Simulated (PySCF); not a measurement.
# One molecule, several mistakes: CGeH5O2 cation

These are calculations, not measurements. The program is PySCF 2.14.0, an open-source quantum chemistry code, run on an isolated molecule that a program drew, which may never have been made. The molecule is CGeH5O2 cation (charge +1, singlet), drawn as the SMILES string `C[O][GeH+][OH]`.

Each row is a Hartree-Fock (HF) and frozen-core CCSD(T) single point in the cc-pVDZ basis, meant for a local HF minimum. Run 1 is clean. Each other run has one planted mistake out of seven kinds, and not every kind appears here: one electron removed, one electron added, multiplicity raised by two, geometry at a saddle point, minimal basis STO-3G, one bond length entered in bohr, all coordinates scaled. The reference is restricted for singlets and unrestricted otherwise, and also for a bond in bohr. Adding or removing an electron swaps singlet and doublet. Electrons count all cores. HOMO and LUMO are orbital energies over both spins, the gradient is its largest component, and the lowest frequency (negative if imaginary) is given only where the gradient is small. Bond lengths are over the 8 bonds as drawn. T1 is the CCSD diagnostic: over 0.02 (restricted) or 0.045 (unrestricted) a single reference is doubtful. Germanium has the cc-pVDZ-PP basis, with a core potential (ECP10MDF) in place of its 10 inner electrons, and its 3s, 3p and 3d shells are frozen in CCSD(T).

Geometry of the clean run:
```xyz
9
CGeH5O2 cation, angstrom
C    -0.0540   -0.4956   -0.4185
O    -1.0281    0.3776   -1.0432
Ge   -1.8151    1.7507   -0.5028
O    -2.8645    2.3739   -1.6745
H     0.8308   -0.4770   -1.0457
H     0.1841   -0.1628    0.5903
H    -0.4900   -1.4886   -0.4002
H    -1.6201    2.3637    0.8572
H    -3.3814    3.1570   -1.5080
```

```
run,electrons,basis functions,<S^2>,HOMO (eV),LUMO (eV),gradient (hartree/bohr),lowest frequency (cm^-1),mean bond (Å),longest bond (Å),T1,HF (hartree),CCSD(T) (hartree),mistake
1,58,90,0.000,-18.18,-4.25,2.2e-05,73,1.3162,1.692,0.0182,-483.63028,-484.27337,no fault
2,58,90,0.710,-16.31,-4.32,2.2e-02,-,1.4372,2.057,0.0559,-483.50106,-484.14380,one bond length entered in bohr
3,57,90,0.764,-25.54,-14.03,1.3e-01,-,1.3162,1.692,0.0423,-483.04432,-483.65499,one electron removed
4,58,90,2.043,-12.08,-7.05,1.4e-01,-,1.3162,1.692,0.0353,-483.46022,-484.06282,?
5,58,90,0.000,-18.67,-3.72,1.4e-01,-,1.1911,1.531,0.0135,-483.51303,-484.12354,?
```

**Which mistake was planted in run 4, and what did it cost?**

Electrons, basis and geometry are unchanged, and <S^2> is 2.043, beside S(S+1) = 2.00 for a multiplicity of 3. So the mistake is: multiplicity raised by two. Subtracting run 1 and multiplying by 627.51 kcal/mol a hartree, the energy moved by 106.7 kcal/mol in HF and 132.1 kcal/mol in CCSD(T).

**Which mistake was planted in run 5, and what did it cost?**

The mean and the longest bond both change by the same factor, 0.905, and the gradient is no longer small. So the mistake is: all coordinates scaled. Subtracting run 1 and multiplying by 627.51 kcal/mol a hartree, the energy moved by 73.6 kcal/mol in HF and 94.0 kcal/mol in CCSD(T).

Cautions from the logs. Run 2: T1 is over the limit, so its CCSD(T) energy is less reliable.
